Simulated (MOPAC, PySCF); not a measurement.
C₂H₈Si, SMILES `CC[SiH3]`, neutral singlet in the gas phase. 

Cartesian coordinates (Å):
```xyz
11

C     -1.3595     0.2807     0.3634
C     -0.2415    -0.6598    -0.1066
Si     1.4493     0.1739    -0.2733
H     -1.1344     0.7136     1.3521
H     -2.3250    -0.2445     0.4467
H     -1.5016     1.1208    -0.3361
H     -0.4978    -1.1047    -1.0845
H     -0.1333    -1.5090     0.5912
H      2.4803    -0.8038    -0.7334
H      1.8820     0.7388     1.0409
H      1.3815     1.2940    -1.2604
```
Charge 0, multiplicity 1.

All levels are single points at this geometry (B3LYP-D3(BJ)/def2-SVP); Pople sets use spherical d functions. Orbital energies aren't observables, and empty levels follow the basis.

BP86/6-31G* in PySCF gives HOMO (eV) = -7.17.

Estimate the HOMO (eV) from each of these levels: B3LYP-D3(BJ)/def2-TZVP in PySCF; PBE-D3(BJ)/def2-TZVP in PySCF; B3LYP/3-21G in PySCF; B3LYP/6-31G* in PySCF; PM6 in MOPAC.


```
level                            HOMO (eV)
-------------------------------  ---------
B3LYP-D3(BJ)/def2-TZVP in PySCF      -8.30
PBE-D3(BJ)/def2-TZVP in PySCF        -7.23
B3LYP/3-21G in PySCF                 -8.22
B3LYP/6-31G* in PySCF                -8.15
PM6 in MOPAC                        -10.31
```
